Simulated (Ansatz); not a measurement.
`O[CH2][Zn][SH]` + H–F → `O[CH2][Zn][F]` + H₂S  (ligand exchange at a Zn–S bond)

Computed with Ansatz on PBE0-D4/def2-TZVP structures; ΔE is electronic, products minus reactants. CCSD(T)/CBS is the MP2 limit (def2-TZVPP, def2-QZVPP) plus CCSD(T) − MP2 in def2-TZVPP, frozen cores. This one scheme is used for every species. Functionals use def2-TZVPP. B3LYP here is the variant with VWN-RPA as its local correlation; programs differ in this. For Zn outer-core shells are correlated without core-valence functions, which leaves a few kJ/mol of doubt a bond. Scalar relativity is left out up to krypton. One conformer a species, not always the lowest.

```csv
level,ΔE (kcal/mol),difference from CCSD(T)/CBS
PBE-D4,2.8,-0.9
r2SCAN-D4,2.2,-1.5
PBE0-D4,4.5,0.8
B3LYP-D4,1.6,-2.1
ωB97X-V,1.5,-2.2
ωB97M-V,2.6,-1.1
B2PLYP,1.6,-2.1
PBE,2.2,-1.5
r2SCAN,2.0,-1.7
PBE0,4.0,0.3
B3LYP,0.6,-3.1
HF/def2-TZVPP,1.7,-2.0
MP2/def2-TZVPP,4.4,0.7
SCS-MP2/def2-TZVPP,2.5,-1.2
CCSD/def2-TZVPP,2.8,-0.9
CCSD(T)/def2-TZVPP,3.3,-0.4
HF/def2-QZVPP,0.6,-3.1
MP2/def2-QZVPP,4.2,0.5
SCS-MP2/def2-QZVPP,2.4,-1.3
HF/CBS(def2),0.5,-3.2
MP2/CBS(def2),4.8,1.1
CCSD/CBS(def2),3.2,-0.5
CCSD(T)/CBS,3.7,0
```

Largest T1 diagnostic among the species: 0.016.

In def2-TZVPP, CCSD(T) changes the Hartree–Fock value by +1.5 kcal/mol (the triples alone add +0.5 kcal/mol) and MP2 by +2.6 kcal/mol. The D4 term adds +1.0 kcal/mol with B3LYP and +0.6 kcal/mol with PBE0; it sums over pairs of atoms, weighted by their polarisabilities, and B3LYP, whose exchange is more repulsive, gets the larger term. From PBE to PBE0 (25 % exact exchange), in def2-TZVPP and without D4, ΔE moves by +1.8 kcal/mol.
